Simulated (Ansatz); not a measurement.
CH9BSSi2 can be A, `BC[SiH2]S[SiH3]`, or B, `BCS[SiH2][SiH3]`.

Calculated with Ansatz (gas phase, PBE0-D4/def2-TZVP geometries, no zero-point term in ΔE). CBS: MP2 limit from def2 TZ/QZ plus the TZ coupled-cluster correction, frozen cores. DFT in def2-TZVPP. B3LYP here is the variant with VWN-RPA as its local correlation; programs differ in this. One conformer a species, not always the lowest.

Problem. Which is lower in electronic energy at CCSD(T)/CBS, and by how much? (Best estimate.)

Solution. The calculation gave: A, by 134.3 kJ/mol.

Problem. Give E(B) − E(A) in kJ/mol with B2PLYP, B3LYP-D4, ωB97M-V, MP2/def2-TZVPP, CCSD(T)/def2-TZVPP, PBE0-D4, HF/def2-TZVPP. (Best estimate.)

Solution. Computed: B2PLYP 128.5, B3LYP-D4 127.2, ωB97M-V 139.9, MP2/def2-TZVPP 146.3, CCSD(T)/def2-TZVPP 133.3, PBE0-D4 128.8, HF/def2-TZVPP 121.8. None reverses the order clearly.

Largest T1 diagnostic: 0.012.

From PBE to PBE0 (25 % exact exchange), in def2-TZVPP and without D4, E(B) − E(A) moves by +6.1 kJ/mol. In def2-TZVPP, CCSD(T) changes the Hartree–Fock value by +11.5 kJ/mol (the triples alone add +2.0 kJ/mol) and MP2 by +24.4 kJ/mol.
